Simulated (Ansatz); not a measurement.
Reaction (cleavage of the Si–B bond): `[SiH3]BO[SiH3]` + `C[O][GeH]([OH])[Cl]` → `C[O][GeH]([Cl])[O][SiH3]` + `BO[SiH3]`

Gas-phase electronic energies from Ansatz, PBE0-D4/def2-TZVP geometries. CBS: MP2 limit from def2 TZ/QZ plus the TZ coupled-cluster correction, frozen cores. Functionals use def2-TZVPP. For Ge outer-core shells are correlated without core-valence functions, which leaves a few kJ/mol of doubt a bond. Scalar relativity is left out up to krypton. One conformer a species, not always the lowest.

CCSD(T)/CBS gives -125.0 kJ/mol.

Task: Another level gave -98.4 kJ/mol. Which?
A. HF/def2-TZVPP
B. CCSD(T)/def2-TZVPP
C. PBE-D4/def2-TZVPP
D. PBE/def2-TZVPP

Result: C. PBE-D4 -98.4, CCSD(T)/def2-TZVPP -123.8, PBE -94.2, HF/def2-TZVPP -145.5 kJ/mol.

Largest T1 diagnostic among the species: 0.014.

In def2-TZVPP, CCSD(T) changes the Hartree–Fock value by +21.7 kJ/mol (the triples alone add +2.5 kJ/mol) and MP2 by +12.8 kJ/mol. From PBE to PBE0 (25 % exact exchange), in def2-TZVPP and without D4, ΔE moves by −10.1 kJ/mol. The D4 term adds −6.7 kJ/mol with B3LYP and −3.9 kJ/mol with PBE0; it sums over pairs of atoms, weighted by their polarisabilities, and B3LYP, whose exchange is more repulsive, gets the larger term.

B3LYP here is the variant with VWN-RPA as its local correlation; programs differ in this.
